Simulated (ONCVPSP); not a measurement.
## Which change was made? (La, ONCV)

* Element: La (Z = 57)
* Generator: ONCVPSP 4.0.1
* Type: optimised norm-conserving Vanderbilt (ONCV)
* Functional: PBE
* Relativity: scalar-relativistic
* Frozen core: [Kr] 4d10
* Valence charge: 11
* Reference configuration: 5s2 5p6 5d1 6s2
* Partial waves: 5s+6s: rc 2.75 bohr, ncon 5, nbas 9, qcut 5.8 1/bohr, 2 projectors; 5p: rc 1.95 bohr, ncon 4, nbas 7, qcut 3.9 1/bohr, 2 projectors, debl 3.9 Ha; 5d: rc 4.00 bohr, ncon 5, nbas 9, qcut 4.5 1/bohr, 1 projector; f scattering state at 0.44 Ha: rc 4.10 bohr, ncon 4, nbas 7, qcut 3.1 1/bohr, 1 projector
* Local potential: polynomial inside 1.30 bohr (lpopt 5, dvloc0 0 Ha)
* Core correction: Teter function, fcfact 5.5, rcfact 1

In the f channel the program set the typed energies aside and used -0.160 Ha.

Cutoffs, loose and tight: the cutoffs (Ha) at which the residual kinetic energy of the hardest occupied pseudo-wave falls to 1 and 0.1 mHa per electron. They do not see the model core or the augmentation charge, which bear on the density cutoff. Test errors are all-electron minus pseudo excitation energies from the reference, over the configurations 5s2 5p6 5d1 6s1; 5s2 5p6 5d1 6s0; 5s2 5p6 5d0 6s0; 5s2 5p5 5d1 6s2; variants that change the core or the reference have their own tests.

The base gives: outcome: generated, projector energies reset by the program; cutoff, loose: 29 Ha; cutoff, tight: 38 Ha; bound ghosts: s; GHOST(+) flags above zero: p; largest test error (meV): -20.

**Question.** After one change the result is: outcome: generated, projector energies reset by the program; cutoff, loose: 8.4 Ha; cutoff, tight: 23 Ha; bound ghosts: none; GHOST(+) flags above zero: s; largest test error (meV): +59. Which change was it?
A. all radii but the core radius scaled by about 0.89 (s 2.44, p 1.74, d 3.54, f 3.64 bohr); local potential polynomial inside 1.16 bohr (lpopt 5, dvloc0 0 Ha)
B. all radii but the core radius scaled by about 1.19 (s 3.26, p 2.32, d 4.74, f 4.86 bohr); local potential polynomial inside 1.54 bohr (lpopt 5, dvloc0 0 Ha)
C. all radii but the core radius scaled by about 1.30 (s 3.58, p 2.54, d 5.22, f 5.34 bohr); local potential polynomial inside 1.70 bohr (lpopt 5, dvloc0 0 Ha)

**Answer.** B. The others give: all radii but the core radius scaled by about 0.89 (s 2.44, p 1.74, d 3.54, f 3.64 bohr); local potential polynomial inside 1.16 bohr (lpopt 5, dvloc0 0 Ha) → outcome: generated, projector energies reset by the program; cutoff, loose: 38 Ha; cutoff, tight: 48 Ha; bound ghosts: s; GHOST(+) flags above zero: p; largest test error (meV): -12 | all radii but the core radius scaled by about 1.30 (s 3.58, p 2.54, d 5.22, f 5.34 bohr); local potential polynomial inside 1.70 bohr (lpopt 5, dvloc0 0 Ha) → outcome: generated, projector energies reset by the program; cutoff, loose: 6.9 Ha; cutoff, tight: 8.8 Ha; bound ghosts: none; GHOST(+) flags above zero: s, p; largest test error (meV): +112.
